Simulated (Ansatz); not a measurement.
Geometry optimisation, Ansatz, UHF/def2-SVP.

Input file:

```yaml
crystal:
  periodic: [false, false, false]
  atoms:
    - { symbol: Ge, position_ang: [0.000435, -1.0e-06, -0.341297] }
    - { symbol: Cl, position_ang: [-0.00032, -1.0e-06, 3.085398] }
    - { symbol: F, position_ang: [1.569885, 4.4e-05, -1.009439] }
    - { symbol: F, position_ang: [-0.784253, 1.359082, -1.009699] }
    - { symbol: F, position_ang: [-0.784178, -1.359124, -1.009703] }
    - { symbol: Si, position_ang: [-3.8e-05, 0.0, 5.201239] }
    - { symbol: H, position_ang: [-0.75779, -1.180144, 5.645935] }
    - { symbol: H, position_ang: [1.400965, -0.066213, 5.645648] }
    - { symbol: H, position_ang: [-0.643105, 1.246358, 5.645918] }
magnetization:
  spin_polarized: true
  initial_magnetization: 1
basis:
  gaussian: { orbitals: def2-SVP }
hamiltonian:
  xc: hf
relax:
  f_tol: 0.03
  max_steps: 50
```

Command:

```bash
$ ansatz run input.yaml --threads 4 --pin off --max-ram 5120MiB --backend cpu --events-out ev --progress --plain --runs-dir out
```

Q: Where does it end, and by what steps?

A: It converged. After 3 steps the energy has fallen by 0.051 eV; Ge1 moved furthest, 0.29 Å.

```
step  energy less start (eV)  largest force component (eV/Å)  accepted
   0                  0.0000                           0.622       yes
   1                 -0.0420                           0.266       yes
   2                 -0.0501                           0.106       yes
   3                 -0.0509                           0.022       yes
```

```xyz
9
Properties=species:S:1:pos:R:3
Ge 0.000 0.000 -0.632
Cl 0.000 0.000 3.330
F 1.571 0.000 -1.293
F -0.785 1.360 -1.293
F -0.785 -1.360 -1.293
Si 0.000 0.000 5.414
H -0.756 -1.177 5.874
H 1.397 -0.066 5.873
H -0.641 1.243 5.874
```

Whether the end is a true minimum wasn't checked by a vibrational analysis.

Run time: 9.2 s on 4 threads of Arm Neoverse V1, on a shared host, peak memory 0.45 GiB.
